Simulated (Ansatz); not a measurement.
Compare A (`CC/C=C/C(C)(C)C`) with its isomer B (`CC(C)=CC(C)(C)C`).

Isolated molecules relaxed with PBE0-D4/def2-TZVP in Ansatz; ΔE leaves out vibrations. CBS: MP2 limit from def2 TZ/QZ plus the TZ coupled-cluster correction, frozen cores. DFT in def2-TZVPP. Each species was taken in one conformer, which may not be the lowest.

Question: Which isomer does CCSD(T)/CBS put lower? Give the gap. (Estimate.)

Answer: Computed: A, by 1.1 kcal/mol.

Question: Give E(B) − E(A) in kcal/mol with BLYP-D4, LDA (SPW92), ωB97M-V, PBE0-D4, MP2/def2-TZVPP, B2PLYP, CCSD(T)/def2-TZVPP. (An estimate is asked.)

Answer: Computed: BLYP-D4 0.5, LDA (SPW92) -0.3, ωB97M-V 1.1, PBE0-D4 0.9, MP2/def2-TZVPP 0.7, B2PLYP 1.7, CCSD(T)/def2-TZVPP 1.0. The order is the other way round with LDA (SPW92).

Largest T1 diagnostic: 0.009.

In def2-TZVPP, CCSD(T) changes the Hartree–Fock value by −2.9 kcal/mol (the triples alone add −0.5 kcal/mol) and MP2 by −3.2 kcal/mol. The D4 term adds −1.4 kcal/mol with B3LYP and −0.8 kcal/mol with PBE0; it sums over pairs of atoms, weighted by their polarisabilities, and B3LYP, whose exchange is more repulsive, gets the larger term.

B3LYP here is the variant with VWN-RPA as its local correlation; programs differ in this.
